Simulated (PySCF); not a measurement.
Correlation energy of Sr (strontium, neutral)

[Kr] 4d1 5s1, high-spin 3D determinant (an excited configuration). Computed with PySCF 2.14 in x2c-TZVPPall with one added diffuse shell each of s, p, d, f type (9s7p7d3f1g, 95 functions), with the spin-free X2C one-electron Hamiltonian (Gaussian nucleus). Frozen: [Kr]; 2 electrons correlated.

With two correlated electrons CCSD is exact within the correlated space (frozen core and kept virtual orbitals).

```tsv
level	correlation energy (mhartree)
CCSD	-6.70
```

Diagnostics: T1 = 0.0051, D1 = 0.0095, largest double amplitude 0.049.

Cost of the coupled-cluster step: about 9 core-seconds, for 2 correlated electrons.
